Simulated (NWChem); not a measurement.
System: C$_{5}$H$_{7}$O$_{2}$, doublet; SMILES CC(=O)C=C(C)[O]

NWChem input:

```
start job
memory heap 200 mb stack 900 mb global 1100 mb
geometry units angstroms noautosym nocenter noautoz
  C      0.656829     2.544249    -0.043866
  C      0.075403     1.161246     0.098773
  O     -1.141209     1.074709     0.386016
  C      0.844758     0.000860    -0.079153
  C      0.078772    -1.160855     0.105082
  C      0.665164    -2.542789    -0.027109
  O     -1.138187    -1.076380     0.390922
  H      0.112286     3.088014    -0.829766
  H      1.724276     2.510705    -0.293078
  H      0.515335     3.097101     0.896402
  H      1.903761     0.001704    -0.328809
  H      1.731255    -2.507353    -0.281738
  H      0.119069    -3.096747    -0.804694
  H      0.530570    -3.086678     0.919392
end
basis spherical
  C library pcj-1
  O library pcj-1
  H library pcj-1
end
dft
  odft
  mult 2
  xc pbe0
  iterations 150
  semidirect filesize 400000000
end
property
  hyperfine
end
task dft property
```

The geometry was optimised at PBE0/def2-SVP, spin-unrestricted. No frequency run checked for a minimum. No stability test was run on the SCF state.

Fermi-contact couplings, non-relativistic, static geometry.

Atoms are numbered as in the input.

Q: Give the results of this calculation. (PBE0/pcJ-1, spin-unrestricted, contact and dipolar terms.) Quantities: A(iso) 13C atom 4 (MHz); A(iso) 13C atom 5 (MHz); A(iso) 13C atom 6 (MHz); A(iso) 17O atom 7 (MHz); A(iso) 1H atom 11 (MHz); A(iso) 1H atom 14 (MHz); <S²>.

A: The A(iso) 13C atom 4 (MHz) is -12.6. The A(iso) 13C atom 5 (MHz) is -31.6 and the A(iso) 13C atom 6 (MHz) is 51.0. The A(iso) 17O atom 7 (MHz) is -72.7. The A(iso) 1H atom 11 (MHz) comes out as -8.9 and the A(iso) 1H atom 14 (MHz) comes out as -6.8. The <S²> comes out as 0.757.
